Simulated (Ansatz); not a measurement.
MgSi₃ was relaxed with r2SCAN-D4 (def2-TZVP) in Ansatz in these states: neutral quintet, neutral singlet, neutral triplet. The geometries follow in no particular order.

A:

```xyz
4

Mg   -1.366   -1.295    1.507
Si    0.664   -0.877   -0.141
Si   -0.548    0.939    0.032
Si    1.251    1.233   -1.399
```

B:

Cartesian coordinates in Å:
```
Mg 0.9707 -1.5683 -1.4607
Si 0.6836 -0.3070 0.9282
Si -0.7270 0.4364 -0.7172
Si -0.9273 1.4389 1.2497
```

C:

```xyz
4

Mg   -0.4036   -2.0059    0.4783
Si   -1.0258    0.4753    0.6948
Si    1.0636   -0.2873   -0.7396
Si    0.3658    1.8179   -0.4335
```

Problem. Judge from the bond lengths which geometry belongs to which state (an estimate).

Solution. A is the neutral quintet (Si2–Si3 2.190 Å, Si2–Si4 2.526 Å, Mg1–Si3 2.799 Å); B is the neutral triplet (Si2–Si3 2.291 Å, Si2–Si4 2.397 Å, Mg1–Si3 2.730 Å); C is the neutral singlet (Si2–Si3 2.647 Å, Si2–Si4 2.239 Å, Mg1–Si3 2.567 Å).
